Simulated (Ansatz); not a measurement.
Two isomers of CH4AlNS: A = `C=[N][AlH][SH]`, B = `C1[NH][AlH][S]1`.

Program: Ansatz. Geometries: PBE0-D4/def2-TZVP. ΔE: electronic, gas phase. CBS: MP2 limit from def2 TZ/QZ plus the TZ coupled-cluster correction, frozen cores. Functionals use def2-TZVPP. B3LYP here is the variant with VWN-RPA as its local correlation; programs differ in this. One conformer a species, not always the lowest.

A:

```xyz
8

C    -1.191    1.544    0.504
N    -0.415    0.589    0.336
Al    0.671   -0.755    0.110
S     0.850   -1.548   -1.917
H    -2.255    1.406    0.754
H    -0.867    2.593    0.414
H     1.471   -1.347    1.329
H     1.737   -2.480   -1.531
```

B:

```xyz
8

C     0.483   -0.182   -0.856
N     0.374    0.679    0.308
Al   -0.966   -0.150    1.104
S    -0.836   -1.463   -0.623
H     1.444   -0.701   -0.925
H     0.284    0.335   -1.800
H     1.017    1.449    0.367
H    -1.800    0.031    2.425
```

Which isomer does CCSD(T)/CBS put lower? Give the gap. (An estimate is asked.)

Computed: B, by 4.6 kcal/mol.

Give E(B) − E(A) in kcal/mol with B3LYP, PBE-D4, BLYP-D4, r2SCAN-D4, LDA (SPW92), ωB97M-V, CCSD(T)/def2-TZVPP. (Estimate.)

Ansatz gave: B3LYP 0.5, PBE-D4 -5.6, BLYP-D4 1.2, r2SCAN-D4 -4.5, LDA (SPW92) -12.4, ωB97M-V -4.6, CCSD(T)/def2-TZVPP -3.1. The order is the other way round with B3LYP, BLYP-D4.

Does the order hold for the free energy at 298.15 K (harmonic terms from PBE0-D4)? (Estimate.)

Computed: No: G(B) − G(A) = +0.9 kcal/mol, for one conformer each.

Largest T1 diagnostic: 0.013.

From r2SCAN to r2SCAN0 (25 % exact exchange), in def2-TZVPP and without D4, E(B) − E(A) moves by −1.7 kcal/mol. At CCSD(T), def2-SVP lies +4.4 kcal/mol from the extrapolated value and def2-TZVPP +1.5 kcal/mol.
